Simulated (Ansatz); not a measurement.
Molecule: sum formula SiN3H6Cl, charge 0, multiplicity 1. 
Coordinates optimised at B3LYP-D3(BJ)/def2-TZVP (Ansatz, a quantum-chemistry and plane-wave program):
```
Si
N 1 1.7001
H 2 1.0071 1 120.27
H 2 1.0071 3 112.31 1 -150.51
N 1 1.7082 2 105.36 3 171.82
H 5 1.0063 1 120.97 2 154.56
H 5 1.0074 6 112.33 1 -153.35
N 1 1.7082 2 105.36 3 40.01
H 8 1.0063 1 120.97 2 -154.56
H 8 1.0074 9 112.33 1 153.35
Cl 1 2.0877 2 118.17 3 -74.08
```

Dipole moments at this geometry, in debye (magnitudes).

```json
[
 {"level": "PBE/def2-TZVPD", "program": "Ansatz", "dipole (D)": "2.45"},
 {"level": "BLYP/def2-TZVPD", "program": "Ansatz", "dipole (D)": "2.43"},
 {"level": "r2SCAN/def2-TZVPD", "program": "Ansatz", "dipole (D)": "2.49"},
 {"level": "B3LYP/def2-TZVPD", "program": "Ansatz", "dipole (D)": "(withheld)"},
 {"level": "r2SCANh/def2-TZVPD", "program": "Ansatz", "dipole (D)": "2.50"},
 {"level": "CCSD(T)/aug-cc-pV(D+d)Z", "program": "Ansatz", "dipole (D)": "(withheld)"}
]
```

Problem. Some entries are withheld; supply them.

Solution. 
- B3LYP/def2-TZVPD, dipole (D): 2.47
- CCSD(T)/aug-cc-pV(D+d)Z, dipole (D): 2.44
